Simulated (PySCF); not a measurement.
**Electronic structure of S(3+) (sulfur, charge +3) at the UHF level**

Configuration: [Ne] 3s2 3p1, 2P determinant. Calculation: PySCF 2.14, in aug-cc-pwCVTZ (8s7p5d3f, 75 functions); no relativity, point nucleus.

```
Total energy                                                  : -395.080448 hartree
One-electron energy                                           : -526.6667 hartree
Hartree (Coulomb) energy                                      : 155.5799 hartree
Exchange energy                                               : -23.9936 hartree
Kinetic energy                                                : 395.08405 hartree
⟨S²⟩                                                          : 0.7619
⟨L²⟩                                                          : 2.036
Sum of ⟨r⟩                                                    : 8.537 bohr
Sum of ⟨r²⟩                                                   : 10.64 bohr²
Traceless quadrupole moment −½Σ⟨3z² − r²⟩ along its main axis : -1.33 e·bohr²
Density at the nucleus (Gaussians lack the cusp)              : 2640 bohr⁻³
Spin density at the nucleus                                   : 0.00878 bohr⁻³
Langevin diamagnetic susceptibility                           : -8.42 ×10⁻⁶ cm³/mol
```

```csv
shell,electrons,mean orbital energy (eV),spread (eV),"rms radius, mean of both spins (bohr)"
1s α,1,-2547.0,0,0.113
1s β,1,-2546.6,0,0.113
2s α,1,-286.99,0,0.516
2s β,1,-286.62,0,0.516
2p α,3,-223.80,0.711,0.490
2p β,3,-223.10,0.827,0.490
3s α,1,-59.325,0,1.64
3s β,1,-55.826,0,1.64
3p α,1,-47.050,0,1.80
```

Spin-orbit constants ζ (cm⁻¹) from the X2C one-electron operator on these orbitals (non-relativistic here): bare nucleus, nucleus screened by l(l+1)(2l+1)/3 electrons, and screened by the Breit-Pauli mean field of the electrons.

```csv
shell,bare,screened nucleus,mean field
2p,7460,6527,6104
3p,699.6,612.2,566.2
```

To first order the Landé constant is A = 566.2 cm⁻¹, so the lowest level has J = 1/2 and lies 0.0702 eV below the centre of the term.
